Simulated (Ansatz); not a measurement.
Molecular dynamics of CH4Cl2Sn

The input (input.yaml):

```yaml
crystal:
  periodic: [false, false, false]
  atoms:
    - { symbol: Sn, position_ang: [-0.317613, -0.034899, 0.600706] }
    - { symbol: H, position_ang: [0.75213, -0.039858, 1.9173] }
    - { symbol: C, position_ang: [2.122361, 0.007471, 0.440383] }
    - { symbol: H, position_ang: [2.463007, -1.035963, 0.438349] }
    - { symbol: H, position_ang: [2.162147, 0.460253, -0.562179] }
    - { symbol: H, position_ang: [2.666572, 0.625247, 1.166999] }
    - { symbol: Cl, position_ang: [-0.581268, 1.919176, -0.71548] }
    - { symbol: Cl, position_ang: [-0.462537, -1.901426, -0.851376] }
basis:
  gaussian: { orbitals: def2-SVP }
hamiltonian:
  xc: b3lyp
  dispersion: d4
md:
  timestep: 0.5
  n_steps: 143
  ensemble: nve
  temperature: 100.0
  initial_velocities: maxwell_boltzmann
  seed: 6863
```

Run as:

```bash
$ ansatz run input.yaml --threads 2 --pin off --max-ram 3072MiB --backend cpu --events-out ev --progress --plain --runs-dir out
```

It starts at the highest image of a converged band. Of that band: Neighbouring images differ by up to 2.0 eV, so the band resolves the path poorly. A vibrational analysis at the climbing image gives one clearly imaginary mode, 1143i cm⁻¹, and a faint second one (14i cm⁻¹) that may be numerical noise or a soft torsion: probably a first-order saddle point.

Output, in part (step lines, the closing report, with atoms numbered from 0):

```
md step     0: t =     0.00 fs  T =   100.0 K  F+E_penalty+E_count = -31973.07106938 eV  E_kin = 0.077556 eV  conserved = -31972.99351338 eV  (29 SCF iters)
md step     1: t =     0.50 fs  T =    99.1 K  F+E_penalty+E_count = -31973.07039536 eV  E_kin = 0.076890 eV  conserved = -31972.99350565 eV  (27 SCF iters)
md step     2: t =     1.00 fs  T =    97.1 K  F+E_penalty+E_count = -31973.06882297 eV  E_kin = 0.075337 eV  conserved = -31972.99348600 eV  (27 SCF iters)
md step     3: t =     1.50 fs  T =    94.4 K  F+E_penalty+E_count = -31973.06666261 eV  E_kin = 0.073203 eV  conserved = -31972.99345998 eV  (26 SCF iters)
md step     4: t =     2.00 fs  T =    91.4 K  F+E_penalty+E_count = -31973.06432425 eV  E_kin = 0.070889 eV  conserved = -31972.99343479 eV  (27 SCF iters)
md step     5: t =     2.50 fs  T =    88.7 K  F+E_penalty+E_count = -31973.06220591 eV  E_kin = 0.068789 eV  conserved = -31972.99341655 eV  (26 SCF iters)
md step     6: t =     3.00 fs  T =    86.6 K  F+E_penalty+E_count = -31973.06059710 eV  E_kin = 0.067188 eV  conserved = -31972.99340873 eV  (27 SCF iters)
md step     7: t =     3.50 fs  T =    85.4 K  F+E_penalty+E_count = -31973.05962405 eV  E_kin = 0.066213 eV  conserved = -31972.99341123 eV  (27 SCF iters)
[... lines left out ...]
Total energy: -31975.82747028 eV, -1175.0899855386 hartree
Atom 0 at    -0.582615    -0.053439     0.684668 Å, force     0.089975     0.407313    -0.515200 eV/Å
Atom 1 at     4.539624    -0.165041     1.072806 Å, force     6.313122    -2.346582     5.838821 eV/Å
Atom 2 at     3.870265     0.062391     0.456644 Å, force    -6.331800     1.724170    -4.651673 eV/Å
Atom 3 at     3.692044    -0.805067    -0.200511 Å, force    -0.419119     0.093022     0.202451 eV/Å
Atom 4 at     2.973104     0.378416     1.082710 Å, force     0.675410    -0.185002    -1.112376 eV/Å
Atom 5 at     4.295678     0.842813    -0.164173 Å, force    -0.311235     0.712120    -0.270663 eV/Å
Atom 6 at    -0.521631     1.863231    -0.858235 Å, force    -0.018849    -0.434803     0.412812 eV/Å
Atom 7 at    -0.439013    -1.808871    -0.962032 Å, force     0.002496     0.029762     0.095828 eV/Å
Dipole moment:     0.028833    -0.083534     0.728564 e Å
```

The steps, from the saved trajectory:

```csv
time (fs),T (K),potential energy less start (eV),conserved less start (meV/atom)
0,100,0.000,0.00
2,91,0.007,0.01
4,85,0.012,0.01
6,87,0.010,0.01
8,101,-0.001,0.02
10,151,-0.040,0.04
12,289,-0.146,0.11
14,717,-0.476,0.29
16,1884,-1.383,0.11
18,2549,-1.937,-4.65
20,1886,-1.398,-1.63
22,3249,-2.450,-0.92
24,2060,-1.519,0.13
26,1527,-1.105,0.20
28,1907,-1.400,0.24
30,3250,-2.445,-0.22
32,3732,-2.849,-4.09
34,3272,-2.479,-2.44
36,3601,-2.720,-0.60
38,2218,-1.641,0.28
40,1926,-1.414,0.28
42,2844,-2.127,0.16
44,4332,-3.301,-2.31
46,2173,-1.577,3.85
48,4183,-3.193,-3.38
50,3074,-2.307,0.01
52,2027,-1.492,0.29
54,2113,-1.559,0.27
56,3303,-2.484,0.00
58,4355,-3.331,-3.88
60,2740,-2.033,1.83
62,4072,-3.092,-1.49
64,2516,-1.871,0.34
66,2018,-1.485,0.28
68,2732,-2.040,0.17
70,4205,-3.194,-1.35
```

The run went to its last step. The conserved energy stayed within 4.7 meV per atom of its start (net change -4.2 meV per atom), so there is no drift, though single steps change it by up to 45 meV in the whole system, a sign of fast motions only just resolved. The kinetic energy rose, since the run started high on the potential surface and went downhill. It ends in pieces (CH4 + Cl2Sn), so much of that is their flight and rotation, not heat. A run of 0.071 ps of so small a system gives no equilibrium averages. The orbitals stay closed-shell, which can raise the energy where a bond breaks towards radicals; this wasn't checked here.

Between its relaxed ends the band would form H2–C3 and break Sn1–H2, Sn1–C3. These pairs go: H2–C3 2.02 → 0.94 Å, Sn1–H2 1.70 → 5.14 Å, Sn1–C3 2.45 → 4.46 Å. In the last frame they stand as after the step (other bonds may differ from the relaxed reactants and products). These pairs come and go: their bonding changes 10 times, last at 70 of 72 fs, so the outcome isn't settled. It ends as CH4 + Cl2Sn. Pairs count as bonded within 1.25 times the sum of covalent radii (0.12 Å more for H–H).

Last frame:

```xyz
8
Properties=species:S:1:pos:R:3
Sn -0.583 -0.053 0.685
H 4.540 -0.165 1.073
C 3.870 0.062 0.457
H 3.692 -0.805 -0.201
H 2.973 0.378 1.083
H 4.296 0.843 -0.164
Cl -0.522 1.863 -0.858
Cl -0.439 -1.809 -0.962
```

Run time: 8.6 min on 2 threads of Intel(R) Xeon(R) Platinum 8375C CPU @ 2.90GHz (Ice Lake), on a shared host, peak memory 0.24 GiB.
